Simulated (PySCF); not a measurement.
# How methods differ on the electron affinity of Tl

Tl⁻ [Xe] 4f14 5d10 6s2 6p2 (3P) → Tl [Xe] 4f14 5d10 6s2 6p1 (2P), as a difference of total energies. All numbers are calculated (PySCF 2.14, scalar relativity through the core potential, in aug-cc-pVDZ-PP with ECP60MDF). Correlated levels: valence: 5s2 5p6 5d10 frozen. The calculations carry no spin-orbit coupling.

```
           method  electron affinity (eV)
              UHF                  -0.001
              LDA                   0.603
              PBE                   0.477
             PBE0                   0.419
           r2SCAN                   0.479
              M06                   0.315
             PW91                   0.508
             ROHF                  -0.010
    MP2 (valence)                   0.216
SCS-MP2 (valence)                   0.134
```

**Question.** Estimate what wB97M-V gives.

**Answer.** 0.265 eV, closest to MP2 (valence) among the rows shown.

**Question.** Estimate what B97-3 gives.

**Answer.** 0.238 eV, closest to MP2 (valence) among the rows shown.

Spin-orbit coupling is strong in these open shells (close to jj coupling). The scalar numbers leave it out and a first-order estimate fails, so it can dominate the gap to the real levels.

Errors of the correlated levels include the incompleteness of this basis and the frozen core.

A negative affinity means that the anion lies above the atom at that level of theory.

In the anion the highest occupied orbital energy is positive at LDA, PBE, PBE0, r2SCAN, B97-3, M06, PW91, a self-interaction effect; the basis confines that electron, and the energy difference can still be sensible.

For comparison: 0.320 eV (measured; photodetachment measurements, as compiled on the Wikipedia data page of electron affinities).
